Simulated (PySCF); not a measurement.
## A small calculation by hand: entropy of an ideal gas

Be(Et) (C2H5Be), SMILES [CH2]([Be+])C, charge +1.

Geometry: PBE0-D3(BJ)/def2-TZVP. The spin state was assumed, not searched. The isomer is the one that the SMILES or the coordinates give; other isomers of the formula were not compared.

PBE0-D3(BJ)/def2-TZVP (PySCF) gives the harmonic wavenumbers 222, 276, 602, 779, 928, 953, 991, 1144, 1229, 1391, 1408, 1474, 1487, 3022, 3058, 3072, 3134, 3163 cm⁻¹ and the rotational temperatures 1.8451, 0.4956, 0.4349 K. The molar mass is 38.07 g/mol, the symmetry number 1, the spin multiplicity 1.

Question: Work out the entropy at 298.15 K and 1 atm in the rigid-rotor, harmonic-oscillator model.

Answer: 
Translation (Sackur–Tetrode at 1 atm): S = R[1.5 ln M + 2.5 ln T − 1.16487] = 154.1 J/(mol K).
Rotation: q = (√π/σ) T^1.5/√(θA θB θC) = 14500, S = R[ln q + 3/2] = 92.1 J/(mol K).
Vibration: with u = 1.4388 ν/T, each mode gives R[u/(e^u − 1) − ln(1 − e^−u)]:
```json
[
 {"ν (cm⁻¹)": "222", "modes": "1", "u": "1.07", "S (J/(mol K))": "8.13"},
 {"ν (cm⁻¹)": "276", "modes": "1", "u": "1.33", "S (J/(mol K))": "6.52"},
 {"ν (cm⁻¹)": "602", "modes": "1", "u": "2.91", "S (J/(mol K))": "1.87"},
 {"ν (cm⁻¹)": "779", "modes": "1", "u": "3.76", "S (J/(mol K))": "0.94"},
 {"ν (cm⁻¹)": "928", "modes": "1", "u": "4.48", "S (J/(mol K))": "0.52"},
 {"ν (cm⁻¹)": "953", "modes": "1", "u": "4.60", "S (J/(mol K))": "0.47"},
 {"ν (cm⁻¹)": "991", "modes": "1", "u": "4.78", "S (J/(mol K))": "0.41"},
 {"ν (cm⁻¹)": "1144", "modes": "1", "u": "5.52", "S (J/(mol K))": "0.22"},
 {"ν (cm⁻¹)": "1229", "modes": "1", "u": "5.93", "S (J/(mol K))": "0.15"},
 {"ν (cm⁻¹)": "1391", "modes": "1", "u": "6.71", "S (J/(mol K))": "0.08"},
 {"ν (cm⁻¹)": "1408", "modes": "1", "u": "6.79", "S (J/(mol K))": "0.07"},
 {"ν (cm⁻¹)": "1474", "modes": "1", "u": "7.11", "S (J/(mol K))": "0.05"},
 {"ν (cm⁻¹)": "1487", "modes": "1", "u": "7.18", "S (J/(mol K))": "0.05"}
]
```
The stiffer modes add less than 0.005 each. Sum 19.5 J/(mol K).
Spin: R ln 1 = 0.0 J/(mol K).
Total 265.7 J/(mol K); the program's own thermochemistry gives 265.8. Translation makes up 58 % and vibration 7 %. Anharmonicity, hindered rotation and orbital degeneracy are left out.
